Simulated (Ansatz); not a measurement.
Consider the ligand exchange at the Al–O bond: `C[O][AlH][CH2]F` + CH₃SH → `C[S][AlH][CH2]F` + CH₃OH.

Computed with Ansatz on PBE0-D4/def2-TZVP structures; ΔE is electronic, products minus reactants. CCSD(T)/CBS is the MP2 limit (def2-TZVPP, def2-QZVPP) plus CCSD(T) − MP2 in def2-TZVPP, frozen cores. This one scheme is used for every species. DFT in def2-TZVPP. B3LYP here is the variant with VWN-RPA as its local correlation; programs differ in this. One conformer a species, not always the lowest.

`C[O][AlH][CH2]F`:

Z-matrix (Å, degrees):
```
C
O 1 1.399
H 1 1.095 2 112.4
H 1 1.095 2 109.9 3 -120.8
H 1 1.095 2 109.8 3 120.8
Al 2 1.678 1 138.0 3 0.2
C 6 1.983 2 120.8 1 0.0
H 6 1.579 2 117.6 1 -180.0
F 7 1.401 6 111.6 2 0.1
H 7 1.098 6 112.1 2 120.7
H 7 1.098 6 112.1 2 -120.6
```

CH₃SH:

Cartesian coordinates in Å:
```
C -0.007 0.462 -0.167
S 0.718 -0.971 0.660
H -0.221 0.254 -1.214
H 0.741 1.253 -0.116
H -0.908 0.804 0.343
H -0.323 -1.802 0.494
```

`C[S][AlH][CH2]F`:

Cartesian coordinates in Å:
```
C -1.973 0.400 -0.404
S -0.774 1.774 -0.451
Al 1.148 0.907 0.029
C 1.464 -1.012 0.429
F 0.321 -1.818 0.394
H -2.445 0.327 -1.383
H -1.501 -0.547 -0.157
H -2.731 0.635 0.342
H 2.385 1.895 0.057
H 2.189 -1.436 -0.279
H 1.917 -1.125 1.423
```

CH₃OH:

Cartesian coordinates in Å:
```
C 0.212 -0.251 -0.136
O -0.539 0.941 -0.116
H 0.662 -0.329 -1.127
H -0.410 -1.140 0.026
H 1.021 -0.249 0.605
H -0.946 1.030 0.748
```

```tsv
level	ΔE (kJ/mol)	difference from CCSD(T)/CBS
PBE-D4	16.5	-7.5
PBE0-D4	17.0	-7.0
B3LYP-D4	29.3	5.3
ωB97X-V	28.1	4.1
ωB97M-V	27.5	3.5
PBE	18.3	-5.7
r2SCAN	24.2	0.2
PBE0	18.7	-5.3
B3LYP	32.3	8.3
HF/def2-TZVPP	36.0	12.0
SCS-MP2/def2-TZVPP	31.5	7.5
CCSD/def2-TZVPP	30.0	6.0
CCSD(T)/def2-TZVPP	27.1	3.1
SCS-MP2/def2-QZVPP	30.1	6.1
HF/CBS(def2)	38.1	14.1
MP2/CBS(def2)	23.8	-0.2
CCSD(T)/CBS	24.0	0
```

Largest T1 diagnostic among the species: 0.012.

In def2-TZVPP, CCSD(T) changes the Hartree–Fock value by −8.9 kJ/mol (the triples alone add −2.9 kJ/mol) and MP2 by −9.1 kJ/mol.
